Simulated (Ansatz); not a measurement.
Ge3H10Si2, SMILES `[SiH2]1[GeH2][SiH2][GeH2][GeH2]1` at its PBE0-D4/def2-TZVP geometry, where that method's forces vanish. Total charge 0; spin multiplicity 1.

```csv
atom,x (Å),y (Å),z (Å)
Si1,1.381,1.449,0.039
Ge2,0.573,0.298,-1.886
Si3,-1.551,-0.510,-1.162
Ge4,-1.182,-1.213,1.093
Ge5,0.785,0.019,1.856
H6,0.645,2.737,0.170
H7,2.840,1.735,-0.014
H8,1.498,-0.897,-2.190
H9,0.494,1.182,-3.142
H10,-2.086,-1.602,-2.019
H11,-2.519,0.621,-1.168
H12,-0.896,-2.725,1.146
H13,-2.402,-0.925,1.986
H14,0.494,0.805,3.146
H15,1.926,-0.974,2.144
```

Q: For each bond, give half the difference of the two atoms' forces along it (eV/Å; positive pushes the atoms apart) under PBE-D4, r2SCAN-D4, B3LYP-D4, ωB97M-V in def2-TZVPP. (Estimate.)

A: Computed: 
```json
{"bond": "Si1–Ge2", "length (Å)": "2.384", "PBE-D4": "-0.04", "r2SCAN-D4": "0.00", "B3LYP-D4": "0.11", "ωB97M-V": "0.04"}
{"bond": "Si1–Ge5", "length (Å)": "2.388", "PBE-D4": "-0.05", "r2SCAN-D4": "0.01", "B3LYP-D4": "0.11", "ωB97M-V": "0.04"}
{"bond": "Si1–H7", "length (Å)": "1.488", "PBE-D4": "0.09", "r2SCAN-D4": "-0.01", "B3LYP-D4": "-0.13", "ωB97M-V": "-0.12"}
{"bond": "Ge2–Si3", "length (Å)": "2.385", "PBE-D4": "-0.04", "r2SCAN-D4": "0.00", "B3LYP-D4": "0.11", "ωB97M-V": "0.04"}
{"bond": "Ge2–H8", "length (Å)": "1.541", "PBE-D4": "0.10", "r2SCAN-D4": "-0.03", "B3LYP-D4": "-0.01", "ωB97M-V": "-0.05"}
{"bond": "Ge2–H9", "length (Å)": "1.538", "PBE-D4": "0.09", "r2SCAN-D4": "-0.03", "B3LYP-D4": "-0.04", "ωB97M-V": "-0.07"}
{"bond": "Si3–Ge4", "length (Å)": "2.390", "PBE-D4": "-0.05", "r2SCAN-D4": "0.01", "B3LYP-D4": "0.11", "ωB97M-V": "0.04"}
{"bond": "Si3–H10", "length (Å)": "1.488", "PBE-D4": "0.09", "r2SCAN-D4": "-0.01", "B3LYP-D4": "-0.13", "ωB97M-V": "-0.12"}
{"bond": "Si3–H11", "length (Å)": "1.489", "PBE-D4": "0.10", "r2SCAN-D4": "-0.01", "B3LYP-D4": "-0.10", "ωB97M-V": "-0.11"}
{"bond": "Ge4–Ge5", "length (Å)": "2.443", "PBE-D4": "-0.01", "r2SCAN-D4": "0.01", "B3LYP-D4": "0.12", "ωB97M-V": "0.02"}
{"bond": "Ge4–H12", "length (Å)": "1.540", "PBE-D4": "0.09", "r2SCAN-D4": "-0.04", "B3LYP-D4": "-0.03", "ωB97M-V": "-0.07"}
{"bond": "Ge4–H13", "length (Å)": "1.539", "PBE-D4": "0.09", "r2SCAN-D4": "-0.04", "B3LYP-D4": "-0.04", "ωB97M-V": "-0.07"}
{"bond": "Ge5–H14", "length (Å)": "1.539", "PBE-D4": "0.09", "r2SCAN-D4": "-0.04", "B3LYP-D4": "-0.04", "ωB97M-V": "-0.07"}
{"bond": "Ge5–H15", "length (Å)": "1.540", "PBE-D4": "0.09", "r2SCAN-D4": "-0.04", "B3LYP-D4": "-0.03", "ωB97M-V": "-0.06"}
```

B3LYP here is the variant with VWN-RPA as its local correlation; programs differ in this.
